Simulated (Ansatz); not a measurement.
`CC[SiH2]O` + Cl• → `CC[SiH]O`• + HCl  (hydrogen abstraction from the Si–H bond)

Isolated molecules relaxed with PBE0-D4/def2-TZVP in Ansatz; ΔE leaves out vibrations. CCSD(T)/CBS is the MP2 limit (def2-TZVPP, def2-QZVPP) plus CCSD(T) − MP2 in def2-TZVPP, frozen cores. This one scheme is used for every species, atoms too. No spin–orbit coupling; open shells (•) take unrestricted orbitals. Spin–orbit coupling would lower the free atoms: a little for Cl. One conformer a species, not always the lowest.

`CC[SiH2]O`:

```xyz
12

C     0.579    1.031    0.934
C    -0.496   -0.040    0.766
Si   -0.604   -0.726   -0.968
O     0.811   -1.428   -1.455
H     0.413    1.875    0.258
H     1.574    0.630    0.722
H     0.602    1.428    1.952
H    -0.320   -0.872    1.457
H    -1.483    0.364    1.023
H    -0.964    0.384   -1.900
H    -1.628   -1.798   -1.044
H     1.516   -0.849   -1.744
```

`CC[SiH]O`•:

Z-matrix (Å, degrees):
```
C
C 1 1.525
H 1 1.092 2 111.4
H 1 1.093 2 111.5 3 120.1
H 1 1.093 2 111.5 3 -120.0
Si 2 1.873 1 113.2 3 178.2
H 2 1.097 1 110.8 3 58.2
H 2 1.094 1 110.9 3 -59.5
O 6 1.657 2 106.6 1 -174.9
H 6 1.504 2 110.3 1 -55.1
H 9 0.958 6 117.1 2 174.6
```

HCl:

Z-matrix (Å, degrees):
```
Cl
H 1 1.279
```

```
    species  CCSD(T)/CBS(def2) energy (Eh)
`CC[SiH2]O`                     -445.22590
        Cl•                     -459.70966
`CC[SiH]O`•                     -444.56856
        HCl                     -460.38127
```

Work out ΔE.

ΔE = (-444.56856) + (-460.38127) − (-445.22590) − (-459.70966) = -0.01427 Eh = -0.39 eV.

Largest T1 diagnostic among the species: 0.012.

Leaving LDA and LC-ωPBE aside and taking each functional with its dispersion term where it has one, the values, not all of them listed here, spread over 0.44 eV, from PBE-D4 to BHLYP-D4. LDA lies −0.20 eV from PBE without D4. From BLYP to BHLYP (50 % exact exchange), in def2-TZVPP and without D4, ΔE moves by +0.27 eV. At CCSD(T), def2-SVP lies +0.21 eV from the extrapolated value and def2-TZVPP +0.07 eV.
